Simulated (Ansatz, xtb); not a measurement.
Molecule: RuF$_{2}$, net charge 0, triplet state. The spin state was set by rule; other spins were not relaxed. SMILES: [F][Ru][F]
Structure (B3LYP-D3(BJ)/def2-TZVP (Ansatz, a first-principles code) minimum search):
```xyz
3

Ru     0.0000     0.0000     0.0000
F      0.0000     0.0000     1.8653
F      0.0000     0.0000    -1.8653
```
Charge 0, spin multiplicity 3.

Harmonic wavenumbers from GFN2-xTB (xtb, at its own minimum), cm⁻¹: 123, 123, 530, 571.

**Question.** Give the harmonic wavenumbers at B3LYP-D3(BJ)/def2-TZVP (Ansatz, finite differences of forces, unscaled).

**Answer.** 147, 155, 624, 671 cm⁻¹. Zero-point energy 2.3 kcal/mol.

**Question.** From these and the geometry, give the ideal-gas thermochemistry at 298.15 K and 1 atm (rigid rotor, harmonic oscillator).

**Answer.** Point group D∞h, rotational symmetry number 2. Rotational constants 3.823, 3.823 GHz. S(trans) 40.70, S(rot) 15.30, S(vib) 6.07, S(elec, spin only) 2.18, S 64.3 cal/(mol K). H(298) - H(0) 3.05 kcal/mol; G - E(el) -13.8 kcal/mol.
